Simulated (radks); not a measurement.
Spherical quantum dot in the effective-mass picture: electrons in a hard-walled sphere of radius 2.77, all in effective atomic units (hartree* = m*/eps^2 hartree, bohr* = eps/m* bohr), one dielectric constant everywhere. Method: non-relativistic Kohn-Sham, r2SCAN, spin-polarised, spherical densities, generalised Kohn-Sham scheme; computed with a radial shooting solver with Libxc functionals. Levels are named by radial order and angular momentum (1s, 1p, 1d, 2s, ...), and open shells are averaged over m. Results are scaled to m* = 0.166 and eps = 7, for which hartree* = 92.19 meV and bohr* = 2.231 nm.

N = 20, configuration 1s2 1p6 1d10 1f(up 2, down 0). This is the lowest configuration that the search found. Occupied and some empty levels:

level    occupation  eigenvalue (meV)  <r> (nm)
1s up             1            918.17     3.979
1s down           1            921.57     3.956
1p up             3            954.57     4.195
1p down           3            958.68     4.181
1d up             5            1014.9     4.365
1d down           5            1019.7     4.357
1f up             2            1095.9     4.502
1f down           0            1101.3     4.499
2s up             0            1125.7     2.778
2s down           0            1128.2     2.798
1g up             0            1195.6     4.615
1g down           0            1201.5     4.614
2p up             0            1237.1     3.239
2p down           0            1239.6     3.251
2d up             0            1367.3     3.527
2d down           0            1370.3     3.532

Energy (meV): total 11515.1, kinetic 3782.6, external 0, Hartree 8809.9, exchange-correlation -1077.3.
